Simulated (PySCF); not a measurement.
Precursor series Y Cl-OH. Isolated molecules, 0 K electronic values unless said otherwise. One relaxed conformer stands for each flexible species; it need not be the lowest.

Level of theory: TPSSh-D3(BJ)/def2-TZVP // r2SCAN-D4/def2-SVP run with PySCF. All candidates: neutral, multiplicity 1. 

| Item | Result |
|---|---|
| HOMO–LUMO gap | 5.31 eV |
| HOMO | -7.94 eV |
| LUMO | -2.63 eV |

Q: Which member has these values?
A. [Y(Cl)(OH)2]
B. [Y(Cl)3]
C. [Y(Cl)2(OH)]

A: C, [Y(Cl)2(OH)]. The others give [Y(Cl)3]: 5.22 eV, -8.39 eV, -3.17 eV; [Y(Cl)(OH)2]: 5.37 eV, -7.45 eV, -2.08 eV
